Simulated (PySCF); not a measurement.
Ligand exchange on a metal centre used in film growth or etching (Zn NH2-Br). Isolated molecules, 0 K electronic values unless said otherwise. One relaxed conformer stands for each flexible species; it need not be the lowest.

Computed with PBE-D3(BJ)/def2-TZVP // PBE-D3(BJ)/def2-SVP (PySCF). All candidates: neutral, multiplicity 1. 

| Quantity | Result |
|---|---|
| HOMO–LUMO gap | 4.31 eV |
| LUMO | -1.22 eV |
| HOMO | -5.53 eV |

Say which member has these values.
A. [Zn(Br)2]
B. [Zn(NH2)2]
C. [Zn(NH2)(Br)]

B, [Zn(NH2)2]. The others give [Zn(Br)2]: 4.57 eV, -2.74 eV, -7.31 eV; [Zn(NH2)(Br)]: 4.20 eV, -1.96 eV, -6.15 eV
